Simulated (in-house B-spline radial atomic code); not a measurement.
Orbital energies and mean radii along the 9-electron series, configuration [He] 2s2 2p5. The effective charge is n√(-2ε), a non-relativistic measure. Computed with a radial B-spline atomic code at the basis-set limit: Dirac-Hartree-Fock, average of the configuration, finite nuclei.

```json
{"ion": "Ge23+", "Z": "32", "energy of 2p1/2 (Eh)": "-86.121", "mean radius of 2p1/2 (bohr)": "0.17467", "energy of 2p3/2 (Eh)": "-84.86", "mean radius of 2p3/2 (bohr)": "0.17789", "energy of 1s1/2 (Eh)": "-453.06", "mean radius of 1s1/2 (bohr)": "0.046895", "energy of 2s1/2 (Eh)": "-91.219", "mean radius of 2s1/2 (bohr)": "0.2031", "effective charge of 2p1/2": "26.248"}
{"ion": "As24+", "Z": "33", "energy of 2p1/2 (Eh)": "?", "mean radius of 2p1/2 (bohr)": "?", "energy of 2p3/2 (Eh)": "?", "mean radius of 2p3/2 (bohr)": "?", "energy of 1s1/2 (Eh)": "?", "mean radius of 1s1/2 (bohr)": "?", "energy of 2s1/2 (Eh)": "?", "mean radius of 2s1/2 (bohr)": "?", "effective charge of 2p1/2": "?"}
{"ion": "Se25+", "Z": "34", "energy of 2p1/2 (Eh)": "-100.12", "mean radius of 2p1/2 (bohr)": "0.16251", "energy of 2p3/2 (Eh)": "-98.471", "mean radius of 2p3/2 (bohr)": "0.16591", "energy of 1s1/2 (Eh)": "-516.43", "mean radius of 1s1/2 (bohr)": "0.043985", "energy of 2s1/2 (Eh)": "-105.62", "mean radius of 2s1/2 (bohr)": "0.1895", "effective charge of 2p1/2": "28.301"}
{"ion": "Br26+", "Z": "35", "energy of 2p1/2 (Eh)": "-107.53", "mean radius of 2p1/2 (bohr)": "0.15701", "energy of 2p3/2 (Eh)": "-105.66", "mean radius of 2p3/2 (bohr)": "0.16051", "energy of 1s1/2 (Eh)": "-549.74", "mean radius of 1s1/2 (bohr)": "0.042654", "energy of 2s1/2 (Eh)": "-113.23", "mean radius of 2s1/2 (bohr)": "0.18333", "effective charge of 2p1/2": "29.33"}
{"ion": "Kr27+", "Z": "36", "energy of 2p1/2 (Eh)": "-115.22", "mean radius of 2p1/2 (bohr)": "0.15185", "energy of 2p3/2 (Eh)": "-113.09", "mean radius of 2p3/2 (bohr)": "0.15544", "energy of 1s1/2 (Eh)": "-584.16", "mean radius of 1s1/2 (bohr)": "0.041396", "energy of 2s1/2 (Eh)": "-121.12", "mean radius of 2s1/2 (bohr)": "0.17752", "effective charge of 2p1/2": "30.36"}
{"ion": "Rb28+", "Z": "37", "energy of 2p1/2 (Eh)": "?", "mean radius of 2p1/2 (bohr)": "?", "energy of 2p3/2 (Eh)": "?", "mean radius of 2p3/2 (bohr)": "?", "energy of 1s1/2 (Eh)": "?", "mean radius of 1s1/2 (bohr)": "?", "energy of 2s1/2 (Eh)": "?", "mean radius of 2s1/2 (bohr)": "?", "effective charge of 2p1/2": "?"}
{"ion": "Sr29+", "Z": "38", "energy of 2p1/2 (Eh)": "-131.43", "mean radius of 2p1/2 (bohr)": "0.14241", "energy of 2p3/2 (Eh)": "-128.73", "mean radius of 2p3/2 (bohr)": "0.14619", "energy of 1s1/2 (Eh)": "-656.31", "mean radius of 1s1/2 (bohr)": "0.039077", "energy of 2s1/2 (Eh)": "-137.74", "mean radius of 2s1/2 (bohr)": "0.16688", "effective charge of 2p1/2": "32.426"}
{"ion": "Zr31+", "Z": "40", "energy of 2p1/2 (Eh)": "-148.77", "mean radius of 2p1/2 (bohr)": "0.134", "energy of 2p3/2 (Eh)": "-145.39", "mean radius of 2p3/2 (bohr)": "0.13796", "energy of 1s1/2 (Eh)": "-732.93", "mean radius of 1s1/2 (bohr)": "0.036987", "energy of 2s1/2 (Eh)": "-155.5", "mean radius of 2s1/2 (bohr)": "0.15737", "effective charge of 2p1/2": "34.499"}
{"ion": "Nb32+", "Z": "41", "energy of 2p1/2 (Eh)": "-157.87", "mean radius of 2p1/2 (bohr)": "0.13013", "energy of 2p3/2 (Eh)": "-154.1", "mean radius of 2p3/2 (bohr)": "0.13418", "energy of 1s1/2 (Eh)": "-772.93", "mean radius of 1s1/2 (bohr)": "0.036017", "energy of 2s1/2 (Eh)": "-164.81", "mean radius of 2s1/2 (bohr)": "0.15298", "effective charge of 2p1/2": "35.538"}
{"ion": "Mo33+", "Z": "42", "energy of 2p1/2 (Eh)": "-167.25", "mean radius of 2p1/2 (bohr)": "0.12645", "energy of 2p3/2 (Eh)": "-163.06", "mean radius of 2p3/2 (bohr)": "0.1306", "energy of 1s1/2 (Eh)": "-814.07", "mean radius of 1s1/2 (bohr)": "0.035093", "energy of 2s1/2 (Eh)": "-174.41", "mean radius of 2s1/2 (bohr)": "0.14881", "effective charge of 2p1/2": "36.579"}
{"ion": "Tc34+", "Z": "43", "energy of 2p1/2 (Eh)": "-176.93", "mean radius of 2p1/2 (bohr)": "0.12296", "energy of 2p3/2 (Eh)": "-172.28", "mean radius of 2p3/2 (bohr)": "0.1272", "energy of 1s1/2 (Eh)": "-856.36", "mean radius of 1s1/2 (bohr)": "0.03421", "energy of 2s1/2 (Eh)": "-184.31", "mean radius of 2s1/2 (bohr)": "0.14484", "effective charge of 2p1/2": "37.622"}
{"ion": "Ru35+", "Z": "44", "energy of 2p1/2 (Eh)": "?", "mean radius of 2p1/2 (bohr)": "?", "energy of 2p3/2 (Eh)": "?", "mean radius of 2p3/2 (bohr)": "?", "energy of 1s1/2 (Eh)": "?", "mean radius of 1s1/2 (bohr)": "?", "energy of 2s1/2 (Eh)": "?", "mean radius of 2s1/2 (bohr)": "?", "effective charge of 2p1/2": "?"}
{"ion": "Rh36+", "Z": "45", "energy of 2p1/2 (Eh)": "-197.17", "mean radius of 2p1/2 (bohr)": "0.11646", "energy of 2p3/2 (Eh)": "-191.49", "mean radius of 2p3/2 (bohr)": "0.1209", "energy of 1s1/2 (Eh)": "-944.42", "mean radius of 1s1/2 (bohr)": "0.03256", "energy of 2s1/2 (Eh)": "-204.98", "mean radius of 2s1/2 (bohr)": "0.13745", "effective charge of 2p1/2": "39.716"}
{"ion": "Pd37+", "Z": "46", "energy of 2p1/2 (Eh)": "-207.73", "mean radius of 2p1/2 (bohr)": "0.11344", "energy of 2p3/2 (Eh)": "-201.48", "mean radius of 2p3/2 (bohr)": "0.11797", "energy of 1s1/2 (Eh)": "-990.21", "mean radius of 1s1/2 (bohr)": "0.031788", "energy of 2s1/2 (Eh)": "-215.77", "mean radius of 2s1/2 (bohr)": "0.134", "effective charge of 2p1/2": "40.766"}
{"ion": "Ag38+", "Z": "47", "energy of 2p1/2 (Eh)": "-218.6", "mean radius of 2p1/2 (bohr)": "0.11055", "energy of 2p3/2 (Eh)": "-211.72", "mean radius of 2p3/2 (bohr)": "0.11518", "energy of 1s1/2 (Eh)": "-1037.18", "mean radius of 1s1/2 (bohr)": "0.031047", "energy of 2s1/2 (Eh)": "-226.86", "mean radius of 2s1/2 (bohr)": "0.1307", "effective charge of 2p1/2": "41.818"}
{"ion": "Cd39+", "Z": "48", "energy of 2p1/2 (Eh)": "-229.77", "mean radius of 2p1/2 (bohr)": "0.10778", "energy of 2p3/2 (Eh)": "-222.22", "mean radius of 2p3/2 (bohr)": "0.11251", "energy of 1s1/2 (Eh)": "-1085.34", "mean radius of 1s1/2 (bohr)": "0.030336", "energy of 2s1/2 (Eh)": "-238.26", "mean radius of 2s1/2 (bohr)": "0.12755", "effective charge of 2p1/2": "42.873"}
```

Problem. Fill in the row of As24+.

Solution. energy of 2p1/2 (Eh): -92.985; mean radius of 2p1/2 (bohr): 0.16838; energy of 2p3/2 (Eh): -91.539; mean radius of 2p3/2 (bohr): 0.1717; energy of 1s1/2 (Eh): -484.2; mean radius of 1s1/2 (bohr): 0.045396; energy of 2s1/2 (Eh): -98.281; mean radius of 2s1/2 (bohr): 0.19608; effective charge of 2p1/2: 27.274.

Problem. Fill in the row of Rb28+.

Solution. energy of 2p1/2 (Eh): -123.19; mean radius of 2p1/2 (bohr): 0.14699; energy of 2p3/2 (Eh): -120.79; mean radius of 2p3/2 (bohr): 0.15067; energy of 1s1/2 (Eh): -619.68; mean radius of 1s1/2 (bohr): 0.040205; energy of 2s1/2 (Eh): -129.29; mean radius of 2s1/2 (bohr): 0.17205; effective charge of 2p1/2: 31.392.

Problem. Fill in the row of Ru35+.

Solution. energy of 2p1/2 (Eh): -186.9; mean radius of 2p1/2 (bohr): 0.11963; energy of 2p3/2 (Eh): -181.76; mean radius of 2p3/2 (bohr): 0.12397; energy of 1s1/2 (Eh): -899.81; mean radius of 1s1/2 (bohr): 0.033367; energy of 2s1/2 (Eh): -194.5; mean radius of 2s1/2 (bohr): 0.14105; effective charge of 2p1/2: 38.668.

Problem. How does the screening of 2p1/2 change?

Solution. Z less the effective charge goes from 5.75 at Z = 32 to 5.13 at Z = 48.
